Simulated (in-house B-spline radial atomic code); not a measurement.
Response of Ar⁸⁺ as one setting changes: the share of exact exchange in a PBE hybrid. A dash marks a strongly mixed or unbound state. Computed with a B-spline radial code for spherical atoms: linear response of the closed shell [He] 2s2 2p6 with the functional's adiabatic kernel; non-relativistic, point nucleus, no spin-orbit coupling, no double excitations, S, P, D and F terms only. Only terms of natural parity with L up to 3 were computed.

```tsv
share of exact exchange in a PBE hybrid	lowest 1P (eV)	lowest 3P, Tamm-Dancoff (eV)	minus highest occupied level (eV)	α (bohr³)
0	2p → 3s 244.20	2p → 3s 242.54	394.96	0.03839
0.1	2p → 3s 245.47	2p → 3s 243.79	398.06	0.03827
0.2	2p → 3s 246.73	2p → 3s 245.03	401.17	0.03815
0.3	2p → 3s 247.99	2p → 3s 246.26	404.28	0.03803
0.4	?	?	?	?
0.5	2p → 3s 250.49	2p → 3s 248.72	410.50	0.03779
0.6	2p → 3s 251.74	2p → 3s 249.95	413.62	0.03767
0.7	2p → 3s 252.98	2p → 3s 251.17	416.73	0.03756
0.8	2p → 3s 254.22	2p → 3s 252.39	419.85	0.03744
0.9	?	?	?	?
1	2p → 3s 256.68	2p → 3s 254.81	426.09	0.03722
```

Q: What belongs in the row for 0.4?

A: lowest 1P (eV): 2p → 3s 249.24; lowest 3P, Tamm-Dancoff (eV): 2p → 3s 247.50; minus highest occupied level (eV): 407.39; α (bohr³): 0.03791.

Q: What belongs in the row for 0.9?

A: lowest 1P (eV): 2p → 3s 255.45; lowest 3P, Tamm-Dancoff (eV): 2p → 3s 253.60; minus highest occupied level (eV): 422.97; α (bohr³): 0.03733.
